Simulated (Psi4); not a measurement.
C5H14NSi, doublet, at a GFN2-xTB geometry; CCSD(T)/STO-3G run with Psi4.

The Psi4 input:
```
memory 2 GB

molecule {
0 2
C     1.92631878   -0.48411657    1.03564447
N     1.17086870    0.07457736    0.02846124
C     1.92425722    0.47640411   -1.13500755
Si   -0.57674326   -0.01590849    0.03324098
C    -1.25023025    1.21667292   -1.25287619
C    -1.18699135    0.45972245    1.77556361
C    -1.20530468   -1.77564069   -0.38638697
H     1.42994979   -0.74998834    1.94465197
H     2.98434970   -0.30986676    1.03469107
H     2.74785501    1.13078635   -0.83889499
H     1.28356568    1.01093796   -1.82903841
H     2.34955454   -0.39190095   -1.64777946
H    -0.81839965    2.20588746   -1.13813004
H    -1.06890150    0.88594442   -2.27056169
H    -2.32434054    1.31677074   -1.13671408
H    -0.98602168   -0.32744921    2.49470831
H    -2.25907382    0.62891610    1.77492258
H    -0.70984657    1.36534871    2.13704827
H    -0.94886356   -2.06252457   -1.40261585
H    -0.76557752   -2.51225466    0.27989225
H    -2.28422345   -1.84818295   -0.28840649
}

set {
  basis sto-3g
  reference uhf
  freeze_core true
  mp2_type conv
  scf_type pk
  puream true
  d_convergence 1e-8
}

energy('ccsd(t)')
print_variables()
```

**Question.** Predict the main parts of the log of this Psi4 run.

**Answer.** 
```
   => Loading Basis Set <=

    Name: STO-3G
    Role: ORBITAL
    Keyword: BASIS

         ---------------------------------------------------------
                                   SCF
               by Justin Turney, Rob Parrish, Andy Simmonett
                          and Daniel G. A. Smith
                              UHF Reference
         ---------------------------------------------------------

  ==> Geometry <==

    Molecular point group: c1
    Full point group: C1

    Geometry (in Angstrom), charge = 0, multiplicity = 2:

       Center              X                  Y                   Z               Mass
    ------------   -----------------  -----------------  -----------------  -----------------
         C            1.914464481210    -0.481195136152     1.028076067620    12.000000000000
         N            1.159014401210     0.077498793848     0.020892837620    14.003074004430
         C            1.912402921210     0.479325543848    -1.142575952380    12.000000000000
         SI          -0.588597558790    -0.012987056152     0.025672577620    27.976926534650
         C           -1.262084548790     1.219594353848    -1.260444592380    12.000000000000
         C           -1.198845648790     0.462643883848     1.767995207620    12.000000000000
         C           -1.217158978790    -1.772719256152    -0.393955372380    12.000000000000
         H            1.418095491210    -0.747066906152     1.937083567620     1.007825032230
         H            2.972495401210    -0.306945326152     1.027122667620     1.007825032230
         H            2.736000711210     1.133707783848    -0.846463392380     1.007825032230
         H            1.271711381210     1.013859393848    -1.836606812380     1.007825032230
         H            2.337700241210    -0.388979516152    -1.655347862380     1.007825032230
         H           -0.830253948790     2.208808893848    -1.145698442380     1.007825032230
         H           -1.080755798790     0.888865853848    -2.278130092380     1.007825032230
         H           -2.336194838790     1.319692173848    -1.144282482380     1.007825032230
         H           -0.997875978790    -0.324527776152     2.487139907620     1.007825032230
         H           -2.270928118790     0.631837533848     1.767354177620     1.007825032230
         H           -0.721700868790     1.368270143848     2.129479867620     1.007825032230
         H           -0.960717858790    -2.059603136152    -1.410184252380     1.007825032230
         H           -0.777431818790    -2.509333226152     0.272323847620     1.007825032230
         H           -2.296077748790    -1.845261516152    -0.295974892380     1.007825032230

  Running in c1 symmetry.

  Rotational constants: A =      0.07924  B =      0.05596  C =      0.04860 [cm^-1]
  Rotational constants: A =   2375.52330  B =   1677.69366  C =   1457.03265 [MHz]
  Nuclear repulsion =  401.266975125977751

  Charge       = 0
  Multiplicity = 2
  Electrons    = 65
  Nalpha       = 33
  Nbeta        = 32

  ==> Algorithm <==

  SCF Algorithm Type is PK.
  DIIS enabled.
  MOM disabled.
  Fractional occupation disabled.
  Guess Type is SAD.
  Energy threshold   = 1.00e-08
  Density threshold  = 1.00e-08
  Integral threshold = 1.00e-12

  ==> Primary Basis <==

  Basis Set: STO-3G
    Blend: STO-3G
    Number of shells: 37
    Number of basis functions: 53
    Number of Cartesian functions: 53
    Spherical Harmonics?: true
    Max angular momentum: 1

  ==> Integral Setup <==

  Using in-core PK algorithm.
   Calculation information:
      Number of atoms:                  21
      Number of AO shells:              37
      Number of primitives:            111
      Number of atomic orbitals:        53
      Number of basis functions:        53

      Integral cutoff                 1.00e-12
      Number of threads:                 1

  Performing in-core PK
  Using 2049192 doubles for integral storage.
  We computed 229559 shell quartets total.
  Whereas there are 247456 unique shell quartets.

  ==> DiskJK: Disk-Based J/K Matrices <==

    J tasked:                  Yes
    K tasked:                  Yes
    wK tasked:                  No
    Schwarz Cutoff:          1E-12

  Minimum eigenvalue in the overlap matrix is 2.1726286734E-01.
  Reciprocal condition number of the overlap matrix is 8.9118016826E-02.
    Using symmetric orthogonalization.

  ==> Pre-Iterations <==

  SCF Guess: Superposition of Atomic Densities via on-the-fly atomic UHF (no occupation information).

   -------------------------
    Irrep   Nso     Nmo
   -------------------------
     A         53      53
   -------------------------
    Total      53      53
   -------------------------

  ==> Iterations <==

                        Total Energy        Delta E     RMS |[F,P]|

   @UHF iter SAD:  -528.25380812691014   -5.28254e+02   0.00000e+00
   @UHF iter   1:  -534.52281019873328   -6.26900e+00   3.25232e-03 DIIS/ADIIS
   @UHF iter   2:  -534.55030863891545   -2.74984e-02   1.03343e-03 DIIS/ADIIS
   @UHF iter   3:  -534.55421364435131   -3.90501e-03   4.98561e-04 DIIS/ADIIS
   @UHF iter   4:  -534.55582407227439   -1.61043e-03   2.57393e-04 DIIS/ADIIS
   @UHF iter   5:  -534.55634703442377   -5.22962e-04   6.93903e-05 DIIS
   @UHF iter   6:  -534.55637566330370   -2.86289e-05   2.62566e-05 DIIS
   @UHF iter   7:  -534.55637885155431   -3.18825e-06   1.17541e-05 DIIS
   @UHF iter   8:  -534.55637959457340   -7.43019e-07   3.31449e-06 DIIS
   @UHF iter   9:  -534.55637965483902   -6.02656e-08   1.08252e-06 DIIS
   @UHF iter  10:  -534.55637966076733   -5.92831e-09   5.02016e-07 DIIS
   @UHF iter  11:  -534.55637966222821   -1.46088e-09   1.83752e-07 DIIS
   @UHF iter  12:  -534.55637966242739   -1.99179e-10   5.03523e-08 DIIS
   @UHF iter  13:  -534.55637966244103   -1.36424e-11   1.89435e-08 DIIS
   @UHF iter  14:  -534.55637966244217   -1.13687e-12   6.49029e-09 DIIS
  Energy and wave function converged.

[...]
  @UHF Final Energy:  -534.55637966244217
    Total Energy =                       -534.5563796624421684
[...]
     2        -0.429086856919806    4.008e-02    0.010648    0.000000    0.000000    0.000000
     3        -0.432361807506804    1.129e-02    0.012286    0.000000    0.000000    0.000000
     4        -0.432484899771018    4.791e-03    0.013148    0.000000    0.000000    0.000000
     5        -0.432413360142895    1.661e-03    0.013532    0.000000    0.000000    0.000000
     6        -0.432385262637369    5.013e-04    0.013623    0.000000    0.000000    0.000000
     7        -0.432369455526072    1.824e-04    0.013646    0.000000    0.000000    0.000000
     8        -0.432369967348067    5.968e-05    0.013650    0.000000    0.000000    0.000000
     9        -0.432369809573075    2.937e-05    0.013653    0.000000    0.000000    0.000000
    10        -0.432369440682277    1.318e-05    0.013653    0.000000    0.000000    0.000000
    11        -0.432369441333195    4.543e-06    0.013653    0.000000    0.000000    0.000000
    12        -0.432369613957559    2.163e-06    0.013653    0.000000    0.000000    0.000000
    13        -0.432369756295126    9.535e-07    0.013653    0.000000    0.000000    0.000000
    14        -0.432369778057580    3.126e-07    0.013653    0.000000    0.000000    0.000000
    15        -0.432369771008623    1.261e-07    0.013653    0.000000    0.000000    0.000000
    16        -0.432369766987488    5.378e-08    0.013653    0.000000    0.000000    0.000000

    Iterations converged.

    Largest TIA Amplitudes:
             21   3         0.0186807599
             21   7         0.0124382669
             21   0        -0.0079613758
             17   3        -0.0075752430
              6   0         0.0073248393
             21  12        -0.0062704183
              7   3         0.0060739951
             21   6        -0.0056176513
             19   2         0.0051463650
              8   0        -0.0051382777

    Largest Tia Amplitudes:
             20   0         0.0710535971
             20   4         0.0161117112
             18   0         0.0155367246
              8   0        -0.0115712123
             18   4         0.0097017288
             20   9         0.0079975142
              9   0         0.0076846068
              6   1         0.0063290069
             17   0         0.0062186510
             20   8         0.0059032695

    Largest TIJAB Amplitudes:
     21  18   3   0         0.0074512070
     18  16  19   0        -0.0057041127
     18   9  19  18        -0.0051296264
     21  18   3   1         0.0046580020
      9   6  19  18        -0.0045909361
     18   0  18   0        -0.0042834200
     19  10  10   1        -0.0042026294
     19  10  12   2        -0.0041225874
     16   6  19  18         0.0040456465
     18   6   4   0         0.0040015799

    Largest Tijab Amplitudes:
     20  16  19   0         0.0171539192
     20  17  19   0         0.0140116350
     20   9  20   0        -0.0123765827
     20   6  19   0        -0.0120018370
     20  16  20   0         0.0090239676
     20   8  20   0        -0.0089783328
     20  17  19   4         0.0067864432
     20  12  20   0         0.0065534513
     20  17  20   0         0.0064826078
     20  14  19   0         0.0064264461

    Largest TIjAb Amplitudes:
     19  19   2   3        -0.0395032810
     20  18   3   4        -0.0300028549
      7   8   7   8         0.0241783820
     16  20  18   0        -0.0235437821
     19  19   1   2        -0.0229143469
     20  18   0   1         0.0216467176
      7   8   7   9         0.0203516476
     19  19   0   1        -0.0201404311
     18  17   0   1        -0.0200501708
     21   5   4   0        -0.0192834445

    SCF energy       (wfn)                    = -534.556379662442168
    Reference energy (file100)                = -534.556379662441714

    Opposite-spin MP2 correlation energy      =   -0.289484739987149
    Same-spin MP2 correlation energy          =   -0.038673430931277
    Singles MP2 correlation energy            =   -0.000000000000000
    MP2 correlation energy                    =   -0.328158170918426
      * MP2 total energy                      = -534.884537833360127

    Opposite-spin CCSD correlation energy     =   -0.398830438024079
    Same-spin CCSD correlation energy         =   -0.033539328963409
    Singles CCSD correlation energy           =   -0.000000000000000
    CCSD correlation energy                   =   -0.432369766987488
      * CCSD total energy                     = -534.988749429429163

            **************************
            *                        *
            *        CCTRIPLES       *
            *                        *
            **************************

    Wave function   =    CCSD_T
    Reference wfn   =      UHF

    Nuclear Rep. energy (wfn)                =  401.266975125977751
    SCF energy          (wfn)                = -534.556379662442168
    Reference energy    (file100)            = -534.556379662441714
    CCSD energy         (file100)            =   -0.432369766987488
    Total CCSD energy   (file100)            = -534.988749429429163

    Number of ijk index combinations:
    Spin Case AAA:                                1540
    Spin Case BBB:                                1330
    Spin Case AAB:                                4851
    Spin Case ABB:                                4620
    AAA (T) energy                             =   -0.000051964367234
    BBB (T) energy                             =   -0.000078055478513
    AAB (T) energy                             =   -0.001807091547580
    ABB (T) energy                             =   -0.001981818270527
    (T) energy                                   =   -0.003918929663855
      * CCSD(T) total energy                     = -534.992668359093045

  Variable Map:
  ----------------------------------------------------------------------------
[...]
  Array Variable Map:
  ----------------------------------------------------------------------------
[...]
[...]
```
